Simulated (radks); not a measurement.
Values are calculated unless marked as measured or tabulated.
Q: Ionisation of the bismuth ion Bi+, [Hg] 6p2, to Bi2+, [Hg] 6p1, under several functionals. Non-relativistic Kohn-Sham, spin-polarised, spherical densities, point nucleus; open shells are filled with parallel spins first (spin-orbit coupling, left out, can overturn this in heavy ions); a radial shooting solver on a logarithmic mesh with Libxc functionals. Known Delta-SCF values: XLYP 15.511 eV; TASK exchange with Perdew-Wang LDA correlation 16.028 eV; LDA (Slater exchange, Perdew-Wang correlation) 15.867 eV. What does LDA (Slater exchange, Perdew-Zunger correlation) give, and what is its highest occupied eigenvalue?

A: 15.848 eV by Delta-SCF; the 6p eigenvalue is -12.154 eV. NIST: 16.703 eV (measured).

Beside tabulated values, note that relativity, absent from the non-relativistic runs, is large for the heavy elements.
